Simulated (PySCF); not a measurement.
H₄N₂Si, SMILES N[Si]N (connectivity only; charge and spin as stated), neutral, multiplicity 1. Atoms are numbered in the order given.

```xyz
7

Si     0.0000     0.0000    -0.6638
N      0.0000     1.3213     0.4416
H      0.0000     1.2822     1.4514
H      0.0000     2.2705     0.1039
N      0.0000    -1.3213     0.4416
H      0.0000    -2.2705     0.1039
H      0.0000    -1.2822     1.4514
```
Charge 0, spin multiplicity 1.

The structure is a stationary point at B3LYP-D3(BJ)/def2-TZVP. Other conformers were not sampled.

Computed with TDDFT-B3LYP/def2-SVPD run with PySCF 2.14.0.

Vertical excitations. The molecule is in vacuum. State labels are in the subgroup C2v.

Question: Estimate the UV-visible absorptions. (An estimate is asked for; the answer gives what the named calculation found.)

Answer: 
| state | symmetry | energy (eV) | λ (nm) | f | main pairs |
|---|---|---|---|---|---|
| S1 | B1 | 5.27 | 235 | 0.093 | HOMO→LUMO 98 % |
| S2 | B2 | 5.83 | 213 | 0.003 | HOMO−1→LUMO 62 %, HOMO→LUMO+2 37 % |
| S3 | A1 | 5.87 | 211 | 0.034 | HOMO→LUMO+1 97 % |
| S4 | B2 | 6.23 | 199 | 0.344 | HOMO→LUMO+2 61 %, HOMO−1→LUMO 36 % |
| S5 | A2 | 6.38 | 194 | 0.000 | HOMO−1→LUMO+1 99 % |
| S6 | B1 | 6.54 | 189 | 0.046 | HOMO−1→LUMO+2 98 % |
| S7 | A1 | 7.01 | 177 | 0.218 | HOMO→LUMO+3 98 % |
| S8 | A1 | 7.35 | 169 | 0.077 | HOMO−2→LUMO 92 % |
| S9 | A1 | 7.62 | 163 | 0.166 | HOMO→LUMO+4 93 % |
| S10 | A2 | 7.65 | 162 | 0.000 | HOMO−1→LUMO+3 91 % |
| T1 | B1 | 3.35 | 371 | 0 | HOMO→LUMO 99 % |
| T2 | B2 | 4.86 | 255 | 0 | HOMO−1→LUMO 87 % |
| T3 | B2 | 4.96 | 250 | 0 | HOMO→LUMO+2 79 %, HOMO−1→LUMO 12 % |
| T4 | A1 | 5.51 | 225 | 0 | HOMO→LUMO+1 98 % |
Triplets are in the Tamm–Dancoff approximation, which puts them higher than full response would, so one can lie above its singlet here.
